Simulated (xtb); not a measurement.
strontium atom (Sr), singlet (GFN-xTB shapes and energies of metal compounds can be far from the true ones). Base run: GFN2-xTB (xtb).

The xtb input:
```
$ xtb mol.xyz --gfn 2 --json

# file mol.xyz
1

Sr     0.00000000     0.00000000     0.00000000
```

Variants of this job, named by their change:

```tsv
change	ΔE vs base (kJ/mol)	G_solv (kcal/mol)	SCF cycles
base	0.00	-	3
acc = 0.1	0.00	-	3
acc = 1000	0.00	-	3
acc = 0.0001	0.00	-	3
alpb = acetonitrile	…	…	3
alpb = benzene	-44.4	-10.62	3
acc = 30	0.00	-	3
alpb = methanol	…	…	3
```

Q: Some entries are withheld; supply them.

A: 
- alpb = acetonitrile, ΔE vs base (kJ/mol): -88.5
- alpb = acetonitrile, G_solv (kcal/mol): -21.16
- alpb = methanol, ΔE vs base (kJ/mol): -131.1
- alpb = methanol, G_solv (kcal/mol): -31.34

ALPB and GBSA are two models with their own fitted parameters for each solvent, which aren't always the measured dielectric constant.
